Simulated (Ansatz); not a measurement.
Coupled-cluster diagnostics for the cluster Al₄⁻ (the lowest doublet isomer of a short search), Ansatz.

Geometry of the doublet (PBE-D4/def2-TZVPD):

```csv
atom,x (Å),y (Å),z (Å)
Al1,-0.846,-0.684,1.179
Al2,0.846,0.684,-1.179
Al3,1.573,-1.153,0.461
Al4,-1.574,1.153,-0.461
```

Correlated methods freeze 20 core orbitals. In CCSD on the charge -1 doublet the largest single amplitude is 0.25, so its Hartree–Fock determinant may place the open shell otherwise than the density functionals do. At PBE0-D4/def2-TZVPD a triplet of charge 0 lies 0.40 eV below the restricted singlet at the same geometry. The structure comes from a short search, and lower isomers may exist.

Geometry of the charge -1 quartet (PBE-D4/def2-TZVPD):

```xyz
4

Al    0.9212    0.9206   -0.0639
Al   -0.9212   -0.9206    0.0639
Al    1.2173   -1.1071    1.5986
Al   -1.2172    1.1071   -1.5986
```

Problem. Estimate the CCSD(T) correlation energy, the shares of MP2 and (T), T1 and the reference's ⟨S²⟩ for: charge -1, doublet, own geometry in def2-TZVPPD; charge -1, quartet, own geometry in def2-TZVPPD; charge 0, singlet, vertical in def2-TZVPPD; and the rough time on 4 threads of Arm Neoverse N1 on a shared host.

Solution. 
| state | basis | correlation (eV) | MP2 share (%) | (T) share (%) | T1 | ⟨S²⟩ (pure) | wall time | remarks |
| --- | --- | --- | --- | --- | --- | --- | --- | --- |
| charge -1, doublet, own geometry | def2-TZVPPD | -9.414 | 76.2 | 10.8 | 0.118 | 2.14 (0.75) | 39 s | large T1 (0.118), spin-contaminated (⟨S²⟩ 2.14) |
| charge -1, quartet, own geometry | def2-TZVPPD | -9.237 | 82.4 | 9.6 | 0.066 | 4.15 (3.75) | 40 s | large T1 (0.066), spin-contaminated (⟨S²⟩ 4.15) |
| charge 0, singlet, vertical | def2-TZVPPD | -9.505 | 86.1 | 10.1 | 0.023 | 0.00 (0.00) | 87 s | large T1 (0.023), restricted singlet, untested, stability undecided |
Customary marks for T1 are 0.02 (closed shells), 0.045 (open shells) and about 0.05 (3d metals). T1 exceeds 0.02 in 3 of 3 rows and 0.045 in 2; the higher it lies, the less the single-reference result can be trusted.
